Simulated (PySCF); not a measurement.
Rigid-rotor lines calculated for a species of formula C4H8BCl (commonest isotopes; PySCF, PBE0-D3(BJ)/def2-SVP geometry optimisation, gas phase), labelled J(Ka,Kc):

```json
{"transition": "2(0,2) ← 1(0,1)", "MHz": "6985.3"}
{"transition": "1(0,1) ← 0(0,0)", "MHz": "3692.1"}
{"transition": "2(1,1) ← 1(1,0)", "MHz": "8244.2"}
{"transition": "2(1,2) ← 1(1,1)", "MHz": "6524.1"}
```

**Question.** Find the rotational constants.

**Answer.** 1(0,1) ← 0(0,0) is B + C, 2(1,1) ← 1(1,0) is 3B + C and 2(1,2) ← 1(1,1) is B + 3C, so B − C is half the difference of the last two, 860.1 MHz. A enters only through 2(0,2) ← 1(0,1) = 2A + B + C − 2√((B − C)² + (A − C)(A − B)). A = 3137, B = 2276.1, C = 1416.0 MHz.

**Question.** What moments of inertia, asymmetry and inertial defect follow?

**Answer.** I = 505379 MHz·u·Å² over each constant: Ia = 161.09, Ib = 222.04, Ic = 356.90 u·Å²; κ = (2B − A − C)/(A − C) = -0.001 (asymmetric top); Δ = Ic − Ia − Ib = -26.24 u·Å².

**Question.** Which dipole components do these lines need?

**Answer.** μa (a-type: ΔKa even, ΔKc odd). The calculation gives |μa| = 1.42 D, |μb| = 0.02 D, |μc| = 0.05 D.

**Question.** Where do these fall, and of which type are they? 3(2,2) ← 2(2,1); 3(2,1) ← 3(2,2); 3(1,2) ← 2(1,1); 3(1,2) ← 3(1,3); 3(1,3) ← 2(1,2); 2(1,1) ← 2(1,2); 1(1,0) ← 1(1,1); 3(2,1) ← 2(2,0); 2(2,0) ← 2(2,1); 3(0,3) ← 2(0,2).

**Answer.** 
| transition | MHz | type | branch |
| --- | --- | --- | --- |
| 2(2,0) ← 2(2,1) | 399 | a | Q |
| 1(1,0) ← 1(1,1) | 860 | a | Q |
| 3(2,1) ← 3(2,2) | 1632 | a | Q |
| 2(1,1) ← 2(1,2) | 2580 | a | Q |
| 3(1,2) ← 3(1,3) | 5029 | a | Q |
| 3(1,3) ← 2(1,2) | 9575 | a | R |
| 3(0,3) ← 2(0,2) | 9843 | a | R |
| 3(2,2) ← 2(2,1) | 11076 | a | R |
| 3(1,2) ← 2(1,1) | 12024 | a | R |
| 3(2,1) ← 2(2,0) | 12310 | a | R |

**Question.** Which structure gave them?

**Answer.** `BC[C@@H](Cl)C=C`, point group C1. Three constants can't fix a structure by themselves; this is the one that was computed:
```
atom  x, y, z in Å
B1    -1.988    0.663    1.024
C2    -1.170   -0.151   -0.023
C3     0.296   -0.383    0.296
Cl4    1.001   -1.584   -0.871
C5     1.103    0.871    0.226
C6     1.735    1.414    1.267
H7    -1.585    0.822    2.154
H8    -3.082    1.084    0.730
H9    -1.706   -1.126   -0.047
H10   -1.292    0.242   -1.047
H11    0.404   -0.846    1.287
H12    1.131    1.358   -0.756
H13    1.724    0.939    2.253
H14    2.287    2.352    1.171
```

The values belong to one conformer (point group C1) with, in the numbering `[BH2:1][CH2:2][C@@H:3]([Cl:4])[CH:5]=[CH2:6]`, H–B1–C2–C3 -17° and 167°, B1–C2–C3–Cl4 170°, C2–C3–C5–C6 117°. Whether it is a minimum is left open (no frequencies). No vibrational averaging or centrifugal distortion is included, and the geometry carries the error of its method. Quadrupole hyperfine structure (11B, 35Cl) is left out.
